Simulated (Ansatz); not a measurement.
Reactions of C2H5ClOSi, SMILES `ClC1C[SiH2]O1`.

Calculated with Ansatz (gas phase, PBE0-D4/def2-TZVP geometries, no zero-point term in ΔE). CBS: MP2 limit from def2 TZ/QZ plus the TZ coupled-cluster correction, frozen cores. This one scheme is used for every species, atoms too. For atomizations the MP2-based limit and the directly extrapolated one differ by several kJ/mol either way, and by 10 to 25 for some Ge, Se and Sn compounds, so smaller differences from it don't rank the levels. No spin–orbit coupling; open shells (•) take unrestricted orbitals. Spin–orbit coupling would lower the free atoms: a little for C, Cl, O, Si. def2 core potentials past Kr. For I outer-core shells are correlated without core-valence functions, so the limit isn't a true one: a few kJ/mol of doubt a bond, and 10 to 20 or more in all where bonds break to atoms. Each species was taken in one conformer, which may not be the lowest.

**Question.** Order these by ΔE at CCSD(T)/CBS, lowest first. (An estimate is asked.)
A. `ClC1C[SiH2]O1` → 2 C• + Cl• + 5 H• + O• + Si•
B. `ClC1C[SiH2]O1` → `OC1(Cl)C[SiH2]1`
C. `ClC1C[SiH2]O1` → `O[SiH2]/C=C/Cl`
D. `ClC1C[SiH2]O1` + HI → `IC1C[SiH2]O1` + HCl
E. `ClC1C[SiH2]O1` → `Cl[SiH]1CCO1`
F. `ClC1C[SiH2]O1` → `C[Si]1(Cl)CO1`
G. `ClC1C[SiH2]O1` → `CC1(Cl)O[SiH2]1`
H. `ClC1C[SiH2]O1` + H₂ → `C1C[SiH2]O1` + HCl

**Answer.** E (-37.8 kcal/mol), F (-26.5 kcal/mol), H (-14.6 kcal/mol), C (-9.2 kcal/mol), D (-2.9 kcal/mol), G (+19.2 kcal/mol), B (+43.3 kcal/mol), A (+886.1 kcal/mol).

Largest T1 diagnostic: 0.013, for `CC1(Cl)O[SiH2]1`.
